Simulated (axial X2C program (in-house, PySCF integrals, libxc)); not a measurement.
## IrN: from the spin-free to the two-component result

All values were computed with an in-house all-electron X2C program for linear molecules (integrals from PySCF). Spin-free means the one-electron spin-free X2C Hamiltonian; two-component (2c) means X2C with spin–orbit coupling and atomic mean-field two-electron Coulomb and Gaunt terms, so the difference of the two also holds small scalar two-electron terms. Basis: Ir dyall-v3z [13s14p9d6f2g], N dyall-v3z [6s6p2d1f] (cores contracted in-house); Gaussian nuclei, density fitting, unrestricted open shells. Masses: Ir 192.963 u, N 14.003 u.

Spin-free state: M_S = 0, Λ = 0 (closed shell); fragments Ir + N.

```tsv
level	Re (Å)	ωe (cm⁻¹)	De (eV)	μ (D)
PBE0	1.576	1286.0	5.422	-1.54
BP86	1.599	1215.7	6.895	-1.21
r2SCAN0	1.569	1304.6	4.756	-1.64
```

Dipoles are positive if N is the positive end.

Two-component determinant lowest at the distance of the search:

Ω = 0 (closed shell); fragments Ir + N.

| level | Re (Å) | ωe (cm⁻¹) | μ (D) |
| --- | --- | --- | --- |
| PBE0 | 1.583 | 1238.6 | -1.75 |
| BP86 | 1.606 | 1171.5 | -1.38 |
| r2SCAN0 | 1.575 | 1268.0 | -1.81 |

Question: From the two tables, how do the constants change at the PBE0 level (2c against spin-free)?

Answer: At the PBE0 level Re goes up by 0.007 Å and ωe decreases by 47.4 cm⁻¹.

One determinant describes the state; a PBE0 search over occupations chose it and may have missed a lower one. The closed shell is kept restricted, so the energy runs too high when the bond is stretched far. Dissociation energies refer to the lowest single-determinant-based atoms at the same level and basis. De is not given where an atomic determinant may have missed its ground term or J level, or where the truncated virtual space spoils (T). The functionals have no current-density term, which raises determinants with orbital currents, atoms included.
